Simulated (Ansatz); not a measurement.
Relaxation of FH$_{4}$NSn (7 atoms, charge 0, multiplicity 1), to a largest force component of 0.02 eV/Å in at most 50 steps.

The calculation used RKS LDA/def2-SVP (Ansatz).

```xyz
7
Properties=species:S:1:pos:R:3:forces:R:3
N -1.015 0.127 -0.827 -2.64 2.08 -2.90
Sn 0.387 -0.138 0.587 8.14 0.83 1.58
F 0.362 -2.003 1.102 -1.18 -0.99 0.49
H -0.917 1.183 -1.134 -0.94 -2.04 1.21
H -0.792 -0.410 -1.687 -0.37 -0.38 0.63
H 0.056 0.882 1.984 -1.39 -0.05 0.56
H -1.642 -0.253 -0.090 -1.63 0.55 -1.57
```

Q: Where does it end, and by what steps?

A: It converged. After 13 steps the energy has fallen by 2.845 eV; F3 moved furthest, 0.89 Å. The start is strongly strained (largest force component 8 eV/Å).

```csv
step,energy less start (eV),largest force component (eV/Å),accepted
0,0.0000,8.139,yes
1,-1.5668,4.152,yes
2,-2.3246,1.310,yes
3,-2.6063,0.619,yes
4,-2.6638,0.501,yes
5,-2.7086,0.750,yes
6,-2.7540,0.791,yes
7,-2.8089,0.594,yes
8,-2.8273,0.508,yes
9,-2.8371,0.194,yes
10,-2.8246,0.207,no
11,-2.8442,0.104,yes
12,-2.8448,0.059,yes
13,-2.8449,0.013,yes
```

```xyz
7
Properties=species:S:1:pos:R:3
N -0.828 0.098 -0.788
Sn 0.957 -0.198 0.690
F -0.441 -1.628 1.036
H -1.421 0.930 -0.670
H -0.725 -0.130 -1.785
H 0.110 1.040 1.700
H -1.213 -0.723 -0.249
```

Whether the end is a true minimum wasn't checked by a vibrational analysis.

The run took 22 s on 1 thread of Arm Neoverse V1, on a shared host, peak memory 0.14 GiB.
